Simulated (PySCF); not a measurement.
## Vibration and rotation of TbB

ROHF-SCS-MP2 constants of TbB, nonet, about 8.0 electrons in the 4f shell (Mulliken), real f orbitals that mix terms (Tb x2c-SVPall, B x2c-SVPall; spin-free X2C with a Gaussian nucleus (PySCF 2.14); masses 158.9253 and 11.0093 u):

* ωe: 514.9 cm⁻¹
* ωexe: 2.64 cm⁻¹
* Be: 0.29105 cm⁻¹
* αe: 0.00176 cm⁻¹
* D (centrifugal): 3.72e-07 cm⁻¹

Give the vibrational terms G(v) and spacings up to v = 3.

G(v) = ωe(v+½) − ωexe(v+½)².

| v | G(v) (cm⁻¹) | G(v) − G(v−1) | Bv (cm⁻¹) |
| --- | --- | --- | --- |
| 0 | 257 |  | 0.2902 |
| 1 | 766 | 510 | 0.2884 |
| 2 | 1271 | 504 | 0.2866 |
| 3 | 1770 | 499 | 0.2849 |

A state of this spin cannot dissociate to the ground-state fragments, so its own limit lies higher than the one that De refers to.

Correlated steps freeze 19 core orbitals. These are scalar-relativistic numbers at best; spin–orbit coupling would shift them, the dissociation energy most. With d or f electrons several states lie close, and the lowest PBE0 determinant need not be the measured ground state.
